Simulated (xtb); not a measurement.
Br$_{3}$Pb (SMILES [Br][Pb-]([Br])[Br]), charge -1, singlet, geometry from GFN2-xTB (such geometries of metal compounds can be far from the true shape); GFN2-xTB run with xtb.

Input for xtb:
```
$ xtb mol.xyz --gfn 2 --chrg -1 --etemp 5000 --json

# file mol.xyz
4

Pb     0.00381371    -0.00015158     0.64375725
Br     0.60057734    -2.35520043    -0.50687391
Br     1.73497476     1.70048433    -0.51263926
Br    -2.34448708     0.65507125    -0.48871810
```

What the program printed (banner, timings and long lists left out):

```
   ID    Z sym.   atoms
    1   82 Pb     1
    2   35 Br     2-4

           -------------------------------------------------
          |                Calculation Setup                |
           -------------------------------------------------

           -------------------------------------------------
          |                 G F N 2 - x T B                 |
           -------------------------------------------------

          ...................................................
          :                      SETUP                      :
          :.................................................:
          :  # basis functions                  34          :
          :  # atomic orbitals                  31          :
          :  # shells                           11          :
          :  # electrons                        26          :
          :  max. iterations                   250          :
          :  Hamiltonian                  GFN2-xTB          :
          :  restarted?                      false          :
          :  GBSA solvation                  false          :
          :  PC potential                    false          :
          :  electronic temp.         5000.0000000     K    :
          :  accuracy                    1.0000000          :
          :  -> integral cutoff          0.2500000E+02      :
          :  -> integral neglect         0.1000000E-07      :
          :  -> SCF convergence          0.1000000E-05 Eh   :
          :  -> wf. convergence          0.1000000E-03 e    :
          :  Broyden damping             0.4000000          :
          :  net charge                         -1          :
          :  unpaired electrons                  0          :
          ...................................................

 iter      E             dE          RMSdq      gap      omega  full diag
   1    -15.0196912 -0.150197E+02  0.794E+00    5.79       0.0  T
   2    -15.0318926 -0.122014E-01  0.519E+00    5.25       1.0  T
   3    -15.0339425 -0.204984E-02  0.188E+00    5.19       1.0  T
   4    -15.0344790 -0.536499E-03  0.119E+00    5.20       1.0  T
   5    -15.0348409 -0.361915E-03  0.170E-01    5.21       1.0  T
   6    -15.0348420 -0.110272E-05  0.307E-02    5.21       1.6  T
   7    -15.0348425 -0.511375E-06  0.126E-02    5.21       4.0  T
   8    -15.0348425 -0.310511E-07  0.750E-03    5.21       6.7  T
   9    -15.0348426 -0.200790E-07  0.237E-03    5.21      21.1  T
  10    -15.0348426 -0.396824E-09  0.231E-04    5.21     216.1  T
  11    -15.0348426 -0.128395E-10  0.775E-06    5.21    6454.1  T

   *** convergence criteria satisfied after 11 iterations ***

         :::::::::::::::::::::::::::::::::::::::::::::::::::::
         ::                     SUMMARY                     ::
         :::::::::::::::::::::::::::::::::::::::::::::::::::::
         :: total energy             -15.033432101588 Eh    ::
         :: gradient norm              0.001015857740 Eh/a0 ::
         :: HOMO-LUMO gap              5.206810391650 eV    ::
         ::.................................................::
         :: SCC energy               -15.034839929551 Eh    ::
         :: -> isotropic ES            0.150660785363 Eh    ::
         :: -> anisotropic ES         -0.003750251553 Eh    ::
         :: -> anisotropic XC         -0.016386138636 Eh    ::
         :: -> dispersion             -0.005154941042 Eh    ::
         :: repulsion energy           0.001407827963 Eh    ::
         :: add. restraining           0.000000000000 Eh    ::
         :: total charge              -0.999999999800 e     ::
         :::::::::::::::::::::::::::::::::::::::::::::::::::::

           -------------------------------------------------
          |                Property Printout                |
           -------------------------------------------------

    * Orbital Energies and Occupations

         #    Occupation            Energy/Eh            Energy/eV
      -------------------------------------------------------------
         1        2.0000           -0.7481054             -20.3570
         2        2.0000           -0.6787237             -18.4690
         3        2.0000           -0.6787237             -18.4690
         4        2.0000           -0.6709524             -18.2575
         5        1.9999           -0.2956384              -8.0447
         6        1.9999           -0.2956384              -8.0447
         7        1.9997           -0.2807955              -7.6408
         8        1.9983           -0.2540632              -6.9134
         9        1.9983           -0.2540632              -6.9134
        10        1.9983           -0.2532810              -6.8921
        11        1.9983           -0.2532810              -6.8921
        12        1.9982           -0.2525925              -6.8734
        13        1.9980           -0.2510545              -6.8315 (HOMO)
        14        0.0112           -0.0597077              -1.6247 (LUMO)
        15        0.0000            0.0373973               1.0176
        16        0.0000            0.0373973               1.0176
        17                          0.2064956               5.6190
        18                          0.2064956               5.6190
        19                          0.2066017               5.6219
        20                          0.2066017               5.6219
        21                          0.2070912               5.6352
        22                          0.2173415               5.9142
        23                          0.2176430               5.9224
        24                          0.2176430               5.9224
       ...                                ...                  ...
        31                          0.4234104              11.5216
      -------------------------------------------------------------
                  HL-Gap            0.1913468 Eh            5.2068 eV
             Fermi-level           -0.1417792 Eh           -3.8580 eV

     #   Z          covCN         q      C6AA      α(0)
     1  82 Pb       2.586     0.590   462.427    42.568
     2  35 Br       0.862    -0.530   200.121    22.808
     3  35 Br       0.862    -0.530   200.121    22.808
     4  35 Br       0.862    -0.530   200.121    22.808

 Mol. C6AA /au·bohr⁶  :       4063.424268
 Mol. C8AA /au·bohr⁸  :     367173.153693
 Mol. α(0) /au        :        110.993666

Wiberg/Mayer (AO) data.
largest (>0.10) Wiberg bond orders for each atom

 ---------------------------------------------------------------------------
     #   Z sym  total        # sym  WBO       # sym  WBO       # sym  WBO
 ---------------------------------------------------------------------------
     1  82 Pb   2.114 --     3 Br   0.705     4 Br   0.705     2 Br   0.705
     2  35 Br   0.758 --     1 Pb   0.705
     3  35 Br   0.758 --     1 Pb   0.705
     4  35 Br   0.758 --     1 Pb   0.705
 ---------------------------------------------------------------------------

Topologies differ in total number of bonds
Writing topology from bond orders to xtbtopo.mol

molecular dipole:
                 x           y           z       tot (Debye)
 q only:        0.013      -0.001       2.228
   full:        0.018      -0.001       2.989       7.598
molecular quadrupole (traceless):
                xx          xy          yy          xz          yz          zz
 q only:       -8.108      -0.000      -8.109       0.144      -0.006      16.218
  q+dip:      -13.284      -0.000     -13.286       0.236      -0.009      26.570
   full:      -12.867      -0.000     -12.868       0.229      -0.009      25.734

           -------------------------------------------------
          | TOTAL ENERGY              -15.033432101588 Eh   |
          | GRADIENT NORM               0.001015857740 Eh/α |
          | HOMO-LUMO GAP               5.206810391650 eV   |
           -------------------------------------------------

normal termination of xtb
```
